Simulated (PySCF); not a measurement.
# Deuteron quadrupole couplings in `CCc1cnn([SiH3])n1`

Species: C4H9N3Si.
Z-matrix (Å and degrees, GFN2-xTB geometry), rows numbered from 1:
```
C 
C   1  1.5297
C   2  1.4867  1  110.63
C   3  1.4107  2  129.07  1    86.27
N   4  1.3164  3  108.30  2  -178.16
N   5  1.3240  4  105.37  3     0.00
Si  6  1.7594  5  123.56  4   176.39
N   3  1.3213  2  123.77  1   -91.52
H   1  1.0876  2  110.04  3    60.35
H   1  1.0874  2  110.23  3  -179.68
H   1  1.0882  2  110.54  3   -59.54
H   2  1.0907  1  109.51  3  -120.01
H   2  1.0922  1  109.73  3   120.48
H   4  1.0704  3  129.69  2     2.38
H   7  1.4635  6  107.91  5   -86.14
H   7  1.4575  6  104.07  5   154.63
H   7  1.4576  6  104.52  5    33.48
```

Level: PBE0/pcSseg-1 (PySCF, non-relativistic); Q(2H) = 0.00286 b; rigid geometry, the same for H and D, with no vibrational averaging.

Question: Rank these positions by the coupling χzz of a deuteron there, largest first.
A. H14 (aromatic hydrogen)
B. H15 (Si–H hydrogen)
C. H13 (methylene hydrogen)
D. H9 (methyl hydrogen)

Answer: A (233 kHz), D (210 kHz), C (203 kHz), B (107 kHz).

Question: Tabulate Vzz, the asymmetry η and χzz = 234.96 MHz × Q × Vzz for every hydrogen position.

Answer: 
```json
{"atom": "H9", "bonded to": "C1", "bond length (Å)": "1.088", "Vzz (au)": "0.3127", "η": "0.02", "χzz (kHz)": "210"}
{"atom": "H10", "bonded to": "C1", "bond length (Å)": "1.087", "Vzz (au)": "0.3159", "η": "0.02", "χzz (kHz)": "212"}
{"atom": "H11", "bonded to": "C1", "bond length (Å)": "1.088", "Vzz (au)": "0.3130", "η": "0.03", "χzz (kHz)": "210"}
{"atom": "H12", "bonded to": "C2", "bond length (Å)": "1.091", "Vzz (au)": "0.3034", "η": "0.02", "χzz (kHz)": "204"}
{"atom": "H13", "bonded to": "C2", "bond length (Å)": "1.092", "Vzz (au)": "0.3021", "η": "0.03", "χzz (kHz)": "203"}
{"atom": "H14", "bonded to": "C4", "bond length (Å)": "1.070", "Vzz (au)": "0.3464", "η": "0.07", "χzz (kHz)": "233"}
{"atom": "H15", "bonded to": "Si7", "bond length (Å)": "1.463", "Vzz (au)": "0.1587", "η": "0.03", "χzz (kHz)": "107"}
{"atom": "H16", "bonded to": "Si7", "bond length (Å)": "1.457", "Vzz (au)": "0.1631", "η": "0.02", "χzz (kHz)": "110"}
{"atom": "H17", "bonded to": "Si7", "bond length (Å)": "1.458", "Vzz (au)": "0.1629", "η": "0.02", "χzz (kHz)": "109"}
```

Question: Average by the element that carries the hydrogen.

Answer: on C: 212 kHz over 6 positions, mean bond length 1.086 Å; on Si: 109 kHz over 3 positions, mean bond length 1.460 Å.

Question: How does χzz go with the bond length over the 6 C–H bonds?

Answer: A straight-line fit has a slope of -13.6 kHz for each 0.01 Å, with a correlation coefficient of -0.99, over lengths from 1.070 to 1.092 Å. The longer bonds have the smaller couplings here.

The structure is a single GFN2-xTB conformer in the gas phase; no vibrational or solvent corrections. GFN2-xTB bond lengths can be off by several hundredths of an ångström, more for odd bonds, and the gradients follow them. These gradients aren't converged with respect to the basis.
